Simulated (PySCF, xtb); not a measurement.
CH5BiO2, SMILES [CH3][Bi]([OH])[OH]. Other conformers were not sampled.

Harmonic wavenumbers (cm⁻¹) from xtb 6.7.1 with GFN2-xTB at its own minimum, in rising order: 10, 138, 158, 174, 182, 290, 452, 456, 531, 744, 747, 858, 914, 1276, 1489, 1492, 3084, 3093, 3095, 3682, 3689.

Problem. What does B3LYP-D3(BJ)/def2-SVP in PySCF give at its own minimum? (The exact figures need the calculation; the answer reports its results.)

Solution. 65, 123, 151, 177, 186, 292, 453, 540, 553, 685, 703, 826, 863, 1181, 1427, 1428, 3032, 3142, 3151, 3802, 3803. Paired by order, the mean absolute difference is 47 cm⁻¹ and the zero-point energies are 38.0 and 38.0 kcal/mol.
